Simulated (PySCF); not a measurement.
SMILES [Zn]([NH2])[OH] (H3NOZn), singlet at its CAM-B3LYP/def2-SVP optimised geometry (Å):

```
6

Zn     0.0670     0.3086     0.0000
O      1.8295     0.3086     0.0000
H      2.2520    -0.5564     0.0243
N     -1.7175     0.5564     0.0000
H     -2.2520     0.2834     0.8200
H     -2.2489     0.2924    -0.8250
```

Method: PySCF 2.14.0 with CAM-B3LYP/def2-TZVP.

Map of the log10 of the electron density (e/bohr³), floored at −4 on the plane z = 1.5 Å:

```
|                             |
|                             |
|                             |
|                             |
|                             |
|                             |
|                             |
|      .:::::..               |
|     .:-==---:::..:::.       |
|    .-=++++====----=--:.     |
|   .-=*****+++++++++++=:.    |
|   :=*#%%##***********+=:    |
|   -+#%@@%############*=:    |
|   -+#@@@%#########%##*=-    |
|   -+#%@@%############+=:    |
|   :=*#%%#************+-:    |
|   .-=+***++++++++++++=-.    |
|    .:-==============--:     |
|      .:::---------:::.      |
|         ...........         |
|                             |
|                             |
|                             |
|                             |
|                             |
|                             |
|                             |
|                             |
|                             |
```
Scale: ten equal steps from -4.00 (start of ' ') to -1.81 (end of '@'), in the order ' .:-=+*#%@'; x runs from -4.50 to 4.50, y from -4.50 (bottom) to 4.50 (top).
